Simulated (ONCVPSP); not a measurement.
# u(r) = r·R(r): atom against pseudo-atom (thulium)

Columns: radius, all-electron u(r) and pseudo u(r) of the 5p shell (level -26.90 eV) of thulium in the configuration [Kr] 4d10 4f13 5s2 5p6 6s2; PBE, scalar-relativistic, ONCV scheme, ONCVPSP 4.0.1.

| r (bohr) | all-electron | pseudo |
| --- | --- | --- |
| 0.110 | 0.1623 | 0.0170 |
| 0.220 | 0.1551 | 0.0666 |
| 0.330 | -0.3378 | 0.1454 |
| 0.440 | -0.4642 | 0.2478 |
| 0.550 | -0.2537 | 0.3659 |
| 0.660 | 0.0781 | 0.4905 |
| 0.770 | 0.3949 | 0.6116 |
| 0.880 | 0.6417 | 0.7198 |
| 0.990 | 0.8084 | 0.8070 |
| 1.100 | 0.9038 | 0.8678 |
| 1.210 | 0.9426 | 0.8998 |
| 1.320 | 0.9397 | 0.9038 |
| 1.430 | 0.9079 | 0.8832 |
| 1.540 | 0.8575 | 0.8429 |
| 1.650 | 0.7963 | 0.7890 |
| 1.760 | 0.7299 | 0.7268 |
| 1.870 | 0.6622 | 0.6612 |
| 1.980 | 0.5960 | 0.5957 |
| 2.090 | 0.5330 | 0.5329 |
| 2.200 | 0.4741 | 0.4740 |
| 2.310 | 0.4199 | 0.4198 |
| 2.420 | 0.3706 | 0.3705 |
| 2.530 | 0.3261 | 0.3261 |
| 2.640 | 0.2863 | 0.2862 |
| 2.750 | 0.2508 | 0.2508 |
| 2.860 | 0.2193 | 0.2193 |

(1) How many radial nodes do the two functions have?

(2) At about which radius was the pseudo-wave matched?

(3) Is the pseudo-wave norm-conserving?

## Answers

(1) The all-electron 5p function has n − l − 1 = 3 (the table is too coarse to show those close to the nucleus); the pseudo-wave has 0, since the states of the same l below it are removed with the core.

(2) 2.20 bohr. The columns agree to 0.0005 from 1.98 bohr on; several derivatives are matched, so the curves merge somewhat inside the radius.

(3) Yes: the ONCV scheme keeps the norm inside the radius equal to the all-electron one, which fixes the energy derivative of the logarithmic derivative at the level.
